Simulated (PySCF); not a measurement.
**What settings do to a single point of [Ce(H2O)4]3+**

The sound run of [Ce(H2O)4]3+ (singlet in the valence; each metal's 4f electrons, 1 of them, lie in its core potential, out of spins and levels) uses PySCF 2.14.0, RKS PBE, Ce lcecp-1-SVP with ECP47, O def2-SVP, H def2-SVP; non-relativistic Hamiltonian with scalar-relativistic core potentials where named; density fitting; no spin-orbit coupling, grid (50, 194), threshold 1e-8 Eh and 55 cycles, at the relaxed geometry:

```xyz
13

Ce    0.0000    0.0000    0.0000
O     1.4492    1.3977    1.3342
H     2.2574    1.1337    1.8475
H     1.3917    2.3762    1.4952
O    -1.4491   -1.3342    1.3977
H    -1.3918   -1.4951    2.3761
H    -2.2574   -1.8475    1.1337
O     1.4492   -1.3977   -1.3342
H     1.3917   -2.3762   -1.4952
H     2.2574   -1.1337   -1.8475
O    -1.4491    1.3342   -1.3977
H    -2.2574    1.8475   -1.1337
H    -1.3918    1.4951   -2.3761
```

There Ce1 has a Mulliken charge of 1.70 e and the dipole about the centre of mass is 0.00 D. Each run below changes one thing and starts from free metal ions and neutral atoms unless it says otherwise; with 55 cycles, smearing, a level shift and second-order steps follow where DIIS fails, and their cycles count. Energy shifts count from the sound run. On f atoms grids over 110 angular points are at least (60, 302).

```tsv
change	outcome	cycles	energy shift (eV)	largest force component (eV/Å)	charge on Ce1 (e)	dipole about the centre of mass (D)
threshold 1e-06	converged	8	0.0000	0.00	1.70	0.00
```

(1) One further run converged with energy shift (eV) 0.78, largest force component (eV/Å) 3.54, charge on Ce1 (e) 1.72, dipole about the centre of mass (D) 0.00. Which change was it?
A. grid (15, 26)
B. start from a density of up to 30 smeared cycles (not counted)
C. charge changed by -3, spin kept, limit 61 cycles

(2) And the other changes listed?

Unsound on purpose, so not properties of the compound: grid (15, 26).

Forces carry noise of the integration grid, about 0.01 to 0.03 eV/Å.

An lcecp potential fixes the number of 4f electrons, so in runs with it no electron can move into or out of that shell.

## Answers

(1) A.

(2) 
| change | outcome | cycles | energy shift (eV) | largest force component (eV/Å) | charge on Ce1 (e) | dipole about the centre of mass (D) |
| --- | --- | --- | --- | --- | --- | --- |
| charge changed by -3, spin kept, limit 61 cycles | refused | – | – | – | – | – |
| start from a density of up to 30 smeared cycles (not counted) | converged | 6 | 0.0000 | 0.00 | 1.70 | 0.00 |
